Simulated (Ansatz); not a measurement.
`[OH][Sn][F]` + CH₃OH → `C[O][Sn][F]` + H₂O at 500 K and 1 bar (ligand exchange at the Sn–O bond).

Program: Ansatz. Geometries: PBE0-D4/def2-TZVP. ΔE: electronic, gas phase. CCSD(T)/CBS is the MP2 limit (def2-TZVPP, def2-QZVPP) plus CCSD(T) − MP2 in def2-TZVPP, frozen cores. This one scheme is used for every species. def2 core potentials past Kr. For Sn outer-core shells are correlated without core-valence functions, which leaves a few kJ/mol of doubt a bond. One conformer a species, not always the lowest.

```json
{"species": "`[OH][Sn][F]`", "CCSD(T)/CBS energy (Eh)": "-389.66871", "H − E (kJ/mol)": "64.5", "S (J/(mol·K))": "325.7"}
{"species": "CH₃OH", "CCSD(T)/CBS energy (Eh)": "-115.61712", "H − E (kJ/mol)": "157.0", "S (J/(mol·K))": "265.4"}
{"species": "`C[O][Sn][F]`", "CCSD(T)/CBS energy (Eh)": "-428.91146", "H − E (kJ/mol)": "148.3", "S (J/(mol·K))": "377.3"}
{"species": "H₂O", "CCSD(T)/CBS energy (Eh)": "-76.37941", "H − E (kJ/mol)": "73.2", "S (J/(mol·K))": "206.3"}
```

H − E and S are ideal-gas, rigid-rotor, harmonic terms from PBE0-D4/def2-TZVP, for one conformer and one mirror image of each species. 1 Eh = 2625.50 kJ/mol, R = 8.31446 J/(mol·K).

Q: By hand: ΔE, ΔH, ΔS and ΔG.

A: ΔE = (-428.91146) + (-76.37941) − (-389.66871) − (-115.61712) = -0.00504 Eh = -13.2 kJ/mol. Δ(H − E) = 148.3 + 73.2 − 64.5 − 157.0 = 0.0, so ΔH = -13.2 kJ/mol. ΔS = 377.3 + 206.3 − 325.7 − 265.4 = -7.5 J/(mol·K). ΔG = -13.2 − 500 × (-7.5)/1000 = -9.4 kJ/mol.

Q: By hand: the equilibrium constant, and the temperature at which ΔG would vanish if ΔH and ΔS stayed fixed.

A: log₁₀ K = −ΔG/(RT ln 10) = 1.0. ΔG = 0 at ΔH/ΔS = 1760 K, though so small a ΔS makes that figure unsure.

The number of gas molecules stays the same, so ΔS is small and ΔH decides. A doubt of 5 kJ/mol in ΔE shifts log₁₀ K by 0.5 here. Other conformers and mirror images would add mixing entropy, several J/(mol·K) or more a flexible species. These are equilibria of isolated gas molecules and say nothing of rates. Largest T1 diagnostic: 0.018 (customary marks: 0.02 for closed shells, 0.045 for open ones).
